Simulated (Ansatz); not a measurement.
Ansatz (a program for electronic structure) input (CCSD(T)/def2-SVPD):

Ansatz 0.2 input:
```yaml
crystal:
  periodic: [false, false, false]
  atoms:
    - {symbol: W, position_ang: [0.00480055, 0.00077764, -0.18365873]}
    - {symbol: O, position_ang: [1.31289553, 0.01813583, 0.88441102]}
    - {symbol: O, position_ang: [-1.35730065, -0.02532905, 0.81443220]}
basis:
  gaussian:
    orbitals: def2-SVPD
magnetization: {spin_polarized: false}
correlation: {method: ccsd_t, electrons: outside_noble_gas}
output: {forces: true}
```

Output:

```
Functional definition: HF
integrals: 0.07 GiB planned
762 factors; integrals over basis functions are off by at most 4.9e-4 eV
mean field: 0.19 GiB planned
mean field evaluation 1: about -5863.7552 eV, gradient 7.7e1 eV
mean field evaluation 2: about -5863.7682 eV, gradient 7.7e1 eV
mean field evaluation 4: about -5876.0455 eV, gradient 4.6e0 eV
mean field evaluation 8: about -5876.1748 eV, gradient 2.4e-1 eV
mean field evaluation 16: about -5832.6430 eV, gradient 1.6e2 eV
mean field evaluation 32: about -5874.3876 eV, gradient 1.2e0 eV
mean field evaluation 64: about -5874.3130 eV, gradient 2.6e-3 eV
mean field evaluation 96: about -5865.1959 eV, gradient 1.5e-1 eV
mean field evaluation 128: about -5862.2174 eV, gradient 1.8e1 eV
mean field evaluation 160: about -5862.9484 eV, gradient 1.8e-1 eV
mean field evaluation 192: about -5876.1766 eV, gradient 1.5e-2 eV
mean field evaluation 224: about -5875.1905 eV, gradient 2.8e0 eV
mean field -5876.17656650 eV, -215.9455058033 hartree, gradient 2.5e-6 eV, S^2 0.000000; 3 other end points of the search recorded, 0 dependent functions left out; unrestricted orbitals would lower it
mean field evaluation 256: about -5876.7726 eV, gradient 2.7e-2 eV
determinant -5876.17656650 eV, -215.9455058033 hartree, with singles and doubles -5892.31562799 eV, -216.5386053738 hartree
determinant -5874.31299916 eV, -215.8770209668 hartree, with singles and doubles -5889.83658183 eV, -216.4475021076 hartree
6 core orbitals not correlated
reference -5876.17656650 eV, -215.9455058033 hartree; 9, 9 occupied and 66, 66 virtual orbitals, 762 factors
densities: 0.29 GiB planned
second order -17.42842647 eV of doubles, -0.00000000 eV of singles
coupled cluster: 0.22 GiB planned
cycle   1  -16.11544444 eV  change   -2.3e-1 eV  update   2.6e-2
cycle   2  -16.13093361 eV  change   -1.5e-2 eV  update   9.2e-3
cycle   3  -16.13439808 eV  change   -3.5e-3 eV  update   5.8e-3
cycle   4  -16.13706969 eV  change   -2.7e-3 eV  update   3.4e-3
cycle   5  -16.14215856 eV  change   -5.1e-3 eV  update   2.1e-3
cycle   6  -16.14164386 eV  change    5.1e-4 eV  update   1.3e-3
cycle   7  -16.14337669 eV  change   -1.7e-3 eV  update   6.0e-4
cycle   8  -16.14251877 eV  change    8.6e-4 eV  update   2.7e-4
cycle   9  -16.14270753 eV  change   -1.9e-4 eV  update   1.5e-4
cycle  10  -16.14252061 eV  change    1.9e-4 eV  update   6.8e-5
cycle  11  -16.14252329 eV  change   -2.7e-6 eV  update   3.4e-5
cycle  12  -16.14251140 eV  change    1.2e-5 eV  update   1.8e-5
cycle  13  -16.14250368 eV  change    7.7e-6 eV  update   9.0e-6
cycle  14  -16.14250307 eV  change    6.1e-7 eV  update   4.3e-6
cycle  15  -16.14250263 eV  change    4.4e-7 eV  update   2.0e-6
cycle  16  -16.14250343 eV  change   -7.9e-7 eV  update   1.0e-6
coupled cluster: 0.22 GiB planned
perturbative correction -1.11701732 eV, -0.0410496295 hartree
the calculation of the forces begins
Total energy: -5893.43608725 eV, -216.5797814919 hartree
Atom 0 at     0.004801     0.000778    -0.183659 Å, force     0.046878     0.007594    -1.793460 eV/Å
Atom 1 at     1.312896     0.018136     0.884411 Å, force     1.145086     0.015224     0.927354 eV/Å
Atom 2 at    -1.357301    -0.025329     0.814432 Å, force    -1.191964    -0.022818     0.866106 eV/Å
Dipole moment:     0.016439     0.002663    -0.628925 e Å
```
